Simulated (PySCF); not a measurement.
Molfile (atoms numbered from 1):
```
C6H10O
     RDKit          3D

 17 17  0  0  0  0  0  0  0  0999 V2000
    2.7937    0.2834   -0.5176 C   0  0  0  0  0  0  0  0  0  0  0  0
    1.5091    0.5665   -0.6153 C   0  0  0  0  0  0  0  0  0  0  0  0
    0.4750    0.1471    0.3870 C   0  0  2  0  0  0  0  0  0  0  0  0
   -0.3808   -1.0251   -0.1370 C   0  0  0  0  0  0  0  0  0  0  0  0
   -1.7706   -0.6886    0.3954 C   0  0  0  0  0  0  0  0  0  0  0  0
   -1.7451    0.8364    0.3262 C   0  0  0  0  0  0  0  0  0  0  0  0
   -0.4279    1.2151    0.6689 O   0  0  0  0  0  0  0  0  0  0  0  0
    3.5039    0.5847   -1.2683 H   0  0  0  0  0  0  0  0  0  0  0  0
    3.1887   -0.2678    0.3200 H   0  0  0  0  0  0  0  0  0  0  0  0
    1.1230    1.1274   -1.4553 H   0  0  0  0  0  0  0  0  0  0  0  0
    0.9661   -0.1256    1.3319 H   0  0  0  0  0  0  0  0  0  0  0  0
   -0.0050   -1.9853    0.2077 H   0  0  0  0  0  0  0  0  0  0  0  0
   -0.3816   -1.0195   -1.2286 H   0  0  0  0  0  0  0  0  0  0  0  0
   -1.8699   -1.0146    1.4312 H   0  0  0  0  0  0  0  0  0  0  0  0
   -2.5747   -1.1214   -0.1950 H   0  0  0  0  0  0  0  0  0  0  0  0
   -2.4252    1.3198    1.0304 H   0  0  0  0  0  0  0  0  0  0  0  0
   -1.9857    1.1797   -0.6914 H   0  0  0  0  0  0  0  0  0  0  0  0
  1  2  2  0
  2  3  1  0
  3  4  1  0
  4  5  1  0
  5  6  1  0
  6  7  1  0
  7  3  1  0
  1  8  1  0
  1  9  1  0
  2 10  1  0
  3 11  1  1
  4 12  1  0
  4 13  1  0
  5 14  1  0
  5 15  1  0
  6 16  1  0
  6 17  1  0
M  END
```

Geometry: GFN2-xTB; GIAO shifts from PySCF 2.14, gas phase, non-relativistic, averaged over equivalent atoms.

At wB97X/3-21G (83 basis functions, 8 s wall time on 1 thread of an Arm Neoverse V2, shared host):
```
atoms  δ (ppm)
   C2    130.9
   C1    107.0
   C3     75.0
   C6     62.6
   C4     32.6
   C5     27.1
   O7     26.5
  H10     6.23
   H9     5.64
   H8     5.51
  H11     4.69
  H16     4.31
  H17     4.04
  H12     2.08
  H14     2.00
  H13     1.72
  H15     1.67
```

Shifts are taken against calculated references (same method and geometry level): 13C (σref 212.03) and 1H (σref 33.40) against TMS; H2O for 17O (σref 334.13).

Task: Predict the values at PBE0/6-31++G** on the same geometry.

Result: 
```tsv
atoms	δ at PBE0/6-31++G**	change
C2	141.5	+10.6
C1	109.1	+2.1
C3	82.9	+7.9
C6	69.7	+7.1
C4	37.3	+4.7
C5	30.7	+3.6
O7	63.6	+37.1
H10	6.41	+0.18
H9	5.34	-0.30
H8	5.24	-0.27
H11	4.75	+0.06
H16	4.29	-0.02
H17	4.09	+0.05
H12	2.17	+0.09
H14	1.95	-0.05
H13	1.69	-0.03
H15	1.86	+0.19
```

Scale: 13C (σref 198.46), 1H (σref 31.85) against TMS; 17O (σref 338.08) vs H2O (reference shieldings calculated alike).

The largest change is at O7 (ether oxygen). Cost: 186 basis functions, 23 s wall time on 1 thread of an Arm Neoverse V2, shared host. The order of the carbon signals is the same at both levels.

Experimental scales use liquid or dissolved standards, which lie at an offset from isolated H2O (liquid H2O: subtract about 36 ppm).
